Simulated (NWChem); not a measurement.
Molecule: CH5AgO2; SMILES C[O][Ag]<-[OH2]

```xyz
9

Ag     0.0577    -0.2685     0.0001
O      0.5118     1.6688    -0.0006
C     -0.4704     2.6348     0.0004
H     -1.1406     2.6172     0.8911
H     -0.0022     3.6437     0.0002
H     -1.1422     2.6175    -0.8891
O     -0.2413    -2.4496     0.0005
H      0.1219    -2.9105     0.7662
H      0.1080    -2.9089    -0.7727
```
Atoms are numbered in this order, from 1.

Program: NWChem. Coordinates come from a PBE0/def2-SVP optimisation. Not confirmed as a minimum by frequencies. def2 effective core potentials on Ag; no spin-orbit coupling. Hybrids' shares of exact exchange are those that their runs print; pure functionals count as 0. The functionals differ in more than this share.

```csv
row,share of exact exchange,orbital gap (eV)
PBE/def2-SVP,0.00,2.03
RPBE/def2-SVP,0.00,1.99
B3LYP/def2-SVP,0.20,3.65
PBE0/def2-SVP,0.25,withheld
BHandHLYP/def2-SVP,0.50,6.12
```

### Question
Fit a straight line of the last column on the one before it, predict the withheld value, and compare with the run.

### Answer

1. Means of the 4 shown rows: x = 0.175, y = 3.447. Slope Σ(x − x̄)(y − ȳ)/Σ(x − x̄)² = 1.377/0.1675 = 8.219; intercept 2.009.
2. The shown rows scatter about the line by 0.014 (root mean square); the largest residual is +0.02, at PBE/def2-SVP.
3. At x = 0.25 (PBE0/def2-SVP; inside the shown range) the line gives 4.06.
4. The run gives 4.17, +0.11 from the line.
